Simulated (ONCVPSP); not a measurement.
Reading a pseudo-wave (Cl)

Columns: radius, all-electron u(r) and pseudo u(r) of the 2s shell (level -253.04 eV) of chlorine in the configuration [He] 2s2 2p6 3s1.75 3p5.25; PBE, scalar-relativistic, ONCV scheme, ONCVPSP 4.0.1.

```csv
r (bohr),all-electron,pseudo
0.038,-0.7176,0.2476
0.075,-0.5862,0.4815
0.113,-0.1435,0.7074
0.150,0.3408,0.9066
0.188,0.7803,1.0851
0.225,1.1115,1.2284
0.263,1.3493,1.3421
0.300,1.4893,1.4180
0.338,1.5571,1.4610
0.375,1.5647,1.4702
0.413,1.5283,1.4492
0.450,1.4630,1.4037
0.488,1.3753,1.3355
0.525,1.2782,1.2540
0.563,1.1728,1.1600
0.600,1.0691,1.0632
0.638,0.9648,0.9626
0.675,0.8676,0.8669
0.713,0.7737,0.7734
0.750,0.6888,0.6886
0.788,0.6088,0.6086
0.825,0.5381,0.5380
0.863,0.4725,0.4724
0.900,0.4154,0.4153
0.938,0.3631,0.3630
0.975,0.3178,0.3177
```

Q: How many radial nodes do the two functions have?

A: The all-electron 2s function has n − l − 1 = 1; the pseudo-wave has 0, since the states of the same l below it are removed with the core.

Q: At about which radius was the pseudo-wave matched?

A: 0.75 bohr, where the columns begin to agree (steps of 0.04 bohr).

Q: Is the pseudo-wave norm-conserving?

A: Yes: the ONCV scheme keeps the norm inside the radius equal to the all-electron one, which fixes the energy derivative of the logarithmic derivative at the level.
